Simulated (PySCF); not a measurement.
# Computed structure and properties of [Hg(H2S)2]2+

System: [Hg(H2S)2]2+ (singlet); start: displaced along the imaginary mode (C2). Method: PySCF 2.14.0, RKS PBE, Hg def2-SVP with ECP60, S def2-SVP, H def2-SVP; non-relativistic Hamiltonian with scalar-relativistic core potentials where named; density fitting; no spin-orbit coupling.

Input of the relaxation:

```python
mol = gto.M(atom='''
Hg    -0.00365    -0.00000     0.00000
S      0.02140    -0.16670     2.49768
H      0.84973     0.94260     2.73483
H     -1.16248     0.55250     2.73098
S      0.02140     0.16670    -2.49768
H      0.84973    -0.94260    -2.73483
H     -1.16248    -0.55250    -2.73098''',
    basis={'Hg': 'def2-SVP', 'S': 'def2-SVP', 'H': 'def2-SVP'},
    ecp={'Hg': 'def2-SVP'},
    charge=2, spin=0)
mf = dft.RKS(mol, xc='PBE')
mf.grids.atom_grid = (50, 194)
mf = mf.density_fit()  # fitting sets: Hg def2-universal-JKFIT, S def2-universal-JKFIT, H def2-universal-JKFIT
mf.conv_tol = 1e-08; mf.max_cycle = 55
mf.kernel(dm0)  # dm0: converged density of the start geometry
# quasi-Newton relaxation in Cartesian coordinates to a largest gradient under 0.00045 Eh/bohr, steps kept in the point group
```

Run from Python with OMP_NUM_THREADS=2; the lines above give its settings. Where DIIS fails, smearing, a level shift and second-order steps follow.
It took 7.5 s on 2 threads of Arm Neoverse V1, on a shared host, from the converged density of the start.

Course of the relaxation:

```
step  energy above end (eV)  largest force component within the symmetry (eV/Å)
   0                 0.0265                                               0.671
   1                 0.0009                                               0.130
   2                 0.0000                                               0.016
   3                 0.0000                                               0.002
```

Relaxed geometry (C2):

```xyz
7

Hg   -0.0114    0.0000    0.0000
S     0.0187   -0.1564    2.4976
H     0.8351    0.9313    2.7310
H    -1.1413    0.5533    2.7317
S     0.0187    0.1564   -2.4976
H     0.8351   -0.9313   -2.7310
H    -1.1413   -0.5533   -2.7317
```

```csv
contact,Å
Hg1–S2 (H2S),2.503
Hg1–S5 (H2S),2.503
```

On the finer grid (75, 302):

```json
{
  "HOMO": "-18.35 eV",
  "LUMO": "-14.20 eV",
  "Dipole about the centre of mass": "0.57 D",
  "Set of Mulliken populations of Hg1 outside the core potential": "s 3.16, p 6.20, d 9.97, f 0.00",
  "D3(BJ) dispersion energy (not in the energies)": "-0.158 eV"
}
```

```tsv
atom	Mulliken (e)	Löwdin (e)	spin (e)
Hg1	0.67	0.43	0.00
S2	0.20	0.58	0.00
H3	0.23	0.10	0.00
H4	0.23	0.10	0.00
S5	0.20	0.58	0.00
H6	0.23	0.10	0.00
H7	0.23	0.10	0.00
```

On the grid (50, 194), as all that follows. Harmonic modes: 1 unstable but soft, so probably a saddle point, though modes this soft are near the noise (counted below −25 cm⁻¹); lowest -36 cm⁻¹ (negative: unstable), highest 2525 cm⁻¹, zero-point energy 0.960 eV.

Taking off one H2S (charge 0, singlet; the rest: singlet) in vacuum, both parts rigid, costs 3.96 eV; the small basis without counterpoise inflates it. Parting with an electron moved from the ligand to the metal can be far cheaper, even downhill.

Rigid scan of H2S along the line from its metal:

```tsv
distance to S2 (Å)	energy (eV)
2.20	0.462
2.30	0.174
2.40	0.037
2.50	0.000
2.60	0.029
2.70	0.101
2.90	0.311
```

One start shape was tried, so this needn't be the lowest isomer.
